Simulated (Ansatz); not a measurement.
Be2Te2⁻, 4 atoms. Hardware: 2 threads of Intel Xeon Platinum 8259CL on a shared host.

In the def2 sets Te takes a core potential; there is no spin–orbit coupling. Correlated methods freeze 8 core orbitals; core or outer-core shells of Te are correlated, in sets that lack core-valence functions.

(1) How many basis functions does each of these Ansatz runs have, and roughly what does it cost? RPA@PBE/def2-TZVPD, charge -1 doublet, energy, from earlier orbitals; PBE0-D4/def2-TZVPD, charge -1 quartet, relaxation, 10 steps; r2SCAN0-D4/def2-TZVPD, charge -1 quartet, energy, from earlier orbitals; PBE-QIDH/def2-TZVPD, charge -1 quartet, energy, from earlier orbitals; HSE06-D4/def2-TZVPD, charge -1 doublet, energy, from earlier orbitals; MP2/def2-TZVPD, charge -1 doublet, energy, from earlier orbitals; RPA@PBE/def2-TZVPD, charge -1 quartet, energy, from earlier orbitals; r2SCAN-D4/def2-TZVPD, charge 0 triplet at the geometry of the charge -1 doublet, energy, from earlier orbitals; MP2/def2-TZVPD, charge -1 quartet, energy, from earlier orbitals; PBE-D4/def2-TZVPD, charge 0 singlet at the geometry of the charge -1 doublet, energy, from earlier orbitals; revPBE-D4/def2-TZVPD, charge -1 doublet, energy, from earlier orbitals; PBE0-D4/def2-TZVPD, charge -1 quartet, energy, from earlier orbitals.

Results:

(1) Other jobs shared the machine, so times can vary by a factor of up to 3. A dash marks memory too small to be measured apart from the calling script's.

```tsv
run	functions	fitting or Cholesky vectors	wall time	peak host memory (GiB)
PBE-D4/def2-TZVPD, charge 0 singlet at the geometry of the charge -1 doublet, energy, from earlier orbitals	162	1212	3.9 s	–
revPBE-D4/def2-TZVPD, charge -1 doublet, energy, from earlier orbitals	162	1212	6 s	–
MP2/def2-TZVPD, charge -1 doublet, energy, from earlier orbitals	162	1426	9 s	–
HSE06-D4/def2-TZVPD, charge -1 doublet, energy, from earlier orbitals	162	1268	9 s	0.56
MP2/def2-TZVPD, charge -1 quartet, energy, from earlier orbitals	162	1426	9.5 s	–
PBE0-D4/def2-TZVPD, charge -1 quartet, energy, from earlier orbitals	162	1268	10 s	–
r2SCAN-D4/def2-TZVPD, charge 0 triplet at the geometry of the charge -1 doublet, energy, from earlier orbitals	162	1212	12 s	–
RPA@PBE/def2-TZVPD, charge -1 quartet, energy, from earlier orbitals	162	1426	13 s	–
RPA@PBE/def2-TZVPD, charge -1 doublet, energy, from earlier orbitals	162	1426	13 s	–
PBE-QIDH/def2-TZVPD, charge -1 quartet, energy, from earlier orbitals	162	1426	15 s	–
r2SCAN0-D4/def2-TZVPD, charge -1 quartet, energy, from earlier orbitals	162	1268	15 s	0.59
PBE0-D4/def2-TZVPD, charge -1 quartet, relaxation, 10 steps	162	1268	85 s	–
```
